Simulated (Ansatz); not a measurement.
Species: C₃H₇N, SMILES `C=C(C)N` (charge 0, multiplicity 1).

### Question
Give a relaxed geometry from r2SCAN-D4/def2-TZVP in Ansatz (a program for electronic structure).

### Answer
Several could match; the one computed here: the end point of this relaxation, one of several conformers (outside a Z-matrix the atoms follow the SMILES, hydrogens last).
Cartesian coordinates (Å) in one orientation:
```xyz
11

C      1.461     0.146    -0.210
C      0.169    -0.122     0.022
C     -0.944     0.751    -0.468
N     -0.272    -1.272     0.672
H      1.745     1.008    -0.796
H      2.251    -0.501     0.155
H     -1.615     0.187    -1.124
H     -1.545     1.121     0.370
H     -0.556     1.609    -1.015
H     -1.130    -1.165     1.194
H      0.435    -1.762     1.200
```
